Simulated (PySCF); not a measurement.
C4H7Cl. Atoms are numbered in the order given.

```xyz
12

C      0.7501     2.1639     0.0000
C      0.0272     0.8502     0.0000
C     -1.4664     0.9056     0.0000
C      0.7328    -0.2876     0.0000
Cl     0.0413    -1.8744     0.0000
H      1.8420     2.0385     0.0000
H      0.4722     2.7612     0.8848
H      0.4722     2.7612    -0.8848
H     -1.9137    -0.0961     0.0000
H     -1.8312     1.4541    -0.8845
H     -1.8312     1.4541     0.8845
H      1.8249    -0.3014     0.0000
```

Geometry: PBE0-D3(BJ)/def2-SVP.

Method: HF/pcSseg-1 (PySCF).

GIAO shieldings, no solvent; atoms listed in one row are averaged. δ = σ(ref) − σ: ¹³C against TMS (σ = 192.6 ppm); ³⁵Cl against HCl (σ = 958.2 ppm); ¹H against TMS (σ = 31.99 ppm), references at their B3LYP-D3(BJ)/def2-TZVP geometries, non-relativistic (without spin–orbit terms, shifts of atoms bonded to Cl or Br come out too high).

Computed chemical shifts:
```tsv
nucleus	atoms	count	δ (ppm)
¹³C	C2	1	147.3
¹³C	C4	1	125.0
¹³C	C1	1	24.4
¹³C	C3	1	19.2
³⁵Cl	Cl5	1	106.0
¹H	H12	1	6.05
¹H	H9, H10, H11	3	2.18
¹H	H6, H7, H8	3	2.07
```
